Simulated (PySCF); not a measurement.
A geometry optimisation, step by step.

Species: ClGeH3.
SMILES with atom numbers: `[Cl:1][GeH3:2]` (hydrogens: H3, H4, H5 on Ge2)

Computed by this run: PBE0-D3(BJ)/def2-SVP geometry optimisation, gas phase (PySCF); density fitting, grid level 1; the optimiser is geomeTRIC in internal coordinates, started from a GFN2-xTB structure with every atom displaced at random (about 0.01 Å). The frame can shift and turn from step to step; on so coarse a grid that alone can change the energy by a few meV, and forces under 0.02 eV/Å are noise.

Step 0: E = -69068.2255 eV, largest atomic force 0.931 eV/Å
```
atom  x, y, z in Å  |  force x, y, z in eV/Å
Cl1     1.979   -0.084    0.112    0.925  -0.061   0.076
Ge2    -0.128    0.000   -0.013   -0.474  -0.116  -0.147
H3     -0.720   -0.544    1.253   -0.189  -0.255   0.621
H4     -0.524    1.429   -0.204   -0.164   0.742  -0.099
H5     -0.573   -0.835   -1.186   -0.100  -0.309  -0.450
```

Step 1: E = -69068.2784 eV, largest atomic force 0.300 eV/Å
```
atom  x, y, z in Å  |  force x, y, z in eV/Å
Cl1     2.323    0.080    0.107   -0.300   0.013  -0.016
Ge2     0.150    0.207   -0.047    0.133   0.062   0.029
H3     -0.435   -0.350    1.272    0.074   0.082  -0.191
H4     -0.208    1.703   -0.245    0.053  -0.260   0.034
H5     -0.271   -0.646   -1.264    0.040   0.104   0.145
```

Step 2: E = -69068.2855 eV, largest atomic force 0.124 eV/Å
```
atom  x, y, z in Å  |  force x, y, z in eV/Å
Cl1     2.312    0.078    0.110   -0.096   0.002  -0.004
Ge2     0.152    0.208   -0.047    0.123   0.000   0.011
H3     -0.432   -0.343    1.260   -0.012  -0.004   0.008
H4     -0.203    1.688   -0.243   -0.005   0.009  -0.003
H5     -0.269   -0.637   -1.255   -0.010  -0.007  -0.012
```

Step 3: E = -69068.2858 eV, largest atomic force 0.041 eV/Å
```
atom  x, y, z in Å  |  force x, y, z in eV/Å
Cl1     2.309    0.075    0.112   -0.022  -0.002   0.001
Ge2     0.154    0.209   -0.047    0.041  -0.004   0.002
H3     -0.434   -0.341    1.258   -0.009  -0.002   0.005
H4     -0.201    1.688   -0.244   -0.003   0.010  -0.003
H5     -0.268   -0.636   -1.256   -0.005  -0.002  -0.005
```

Step 4: E = -69068.2858 eV, largest atomic force under 0.02 eV/Å
```
atom  x, y, z in Å  |  force x, y, z in eV/Å
Cl1     2.308    0.071    0.116    0.007  -0.004   0.004
Ge2     0.155    0.209   -0.047   -0.007   0.000  -0.001
H3     -0.438   -0.340    1.257   -0.003   0.001  -0.001
H4     -0.198    1.689   -0.245    0.003   0.001  -0.001
H5     -0.268   -0.635   -1.256    0.000   0.001  -0.001
```

**Question.** Summarise the path.

**Answer.** The energy falls by 5.81 kJ/mol from step 0 to step 4; nine tenths of that is first reached at step 2. It falls at every step. The largest force goes from 0.931 to under 0.02 eV/Å. Among the bonds Cl1–Ge2 changes most, from 2.112 to 2.163 Å; the atoms move by 0.038 Å rms after alignment.

**Question.** Follow the three bonds and two angles with the largest change from start to end.

**Answer.** 
```json
{"step": "0", "E above end (kJ/mol)": "5.81", "largest force (eV/Å)": "0.931", "Cl1–Ge2 (Å)": "2.112", "Ge2–H4 (Å)": "1.496", "Ge2–H3 (Å)": "1.499", "Cl1–Ge2–H3 (°)": "109.2", "H3–Ge2–H5 (°)": "109.9"}
{"step": "1", "E above end (kJ/mol)": "0.71", "largest force (eV/Å)": "0.300", "Cl1–Ge2 (Å)": "2.183", "Ge2–H4 (Å)": "1.550", "Ge2–H3 (Å)": "1.547", "Cl1–Ge2–H3 (°)": "107.2", "H3–Ge2–H5 (°)": "111.7"}
{"step": "2", "E above end (kJ/mol)": "0.03", "largest force (eV/Å)": "0.124", "Cl1–Ge2 (Å)": "2.170", "Ge2–H4 (Å)": "1.534", "Ge2–H3 (Å)": "1.534", "Cl1–Ge2–H3 (°)": "107.2", "H3–Ge2–H5 (°)": "111.6"}
{"step": "3", "E above end (kJ/mol)": "0.00", "largest force (eV/Å)": "0.041", "Cl1–Ge2 (Å)": "2.165", "Ge2–H4 (Å)": "1.534", "Ge2–H3 (Å)": "1.534", "Cl1–Ge2–H3 (°)": "107.3", "H3–Ge2–H5 (°)": "111.5"}
{"step": "4", "E above end (kJ/mol)": "0.00", "largest force (eV/Å)": "under 0.02", "Cl1–Ge2 (Å)": "2.163", "Ge2–H4 (Å)": "1.535", "Ge2–H3 (Å)": "1.534", "Cl1–Ge2–H3 (°)": "107.3", "H3–Ge2–H5 (°)": "111.5"}
```

The cost below is that of the whole optimisation. Time: 10 s of wall time; peak memory 0.29 GiB. Hardware: an Arm Neoverse N1 with one thread (shared host).
